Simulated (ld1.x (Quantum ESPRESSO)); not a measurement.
**Configuration tests for sulfur (TM)**

sulfur (S), norm-conserving Troullier–Martins (Kleinman–Bylander form), made with ld1.x (Quantum ESPRESSO) 7.5 (PW91, scalar-relativistic). Core [Ne], reference 3s2 3p2 (charge +2). Waves: 3p (bound): rc 1.40 bohr; 3s (bound): rc 1.25 bohr. Local part: the s channel. Core correction: Bessel-smoothed model core inside 1.25 bohr.

Energies are relative to the spin-unpolarised reference configuration 3s2 3p2; without spin polarisation the order of configurations can differ from experiment.

Give the all-electron excitation energy and the error of the potential for: 3s2 3p4; 3s2 3p3; 3s2 3p1; 3s1 3p5; 3s2 3p4.3; 3s2 3p0; 3s2 3p3.5.

```
valence configuration  charge  ΔE all-electron (eV)  error AE − PS (meV)
              3s2 3p4       0               -34.166                  +30
              3s2 3p3      +1               -22.346                  +12
              3s2 3p1      +3                34.120                  +17
              3s1 3p5       0               -23.854                  +25
            3s2 3p4.3    -0.3               -35.889                  +35
              3s2 3p0      +4                81.021                  +95
            3s2 3p3.5    +0.5               -29.482                  +21
```
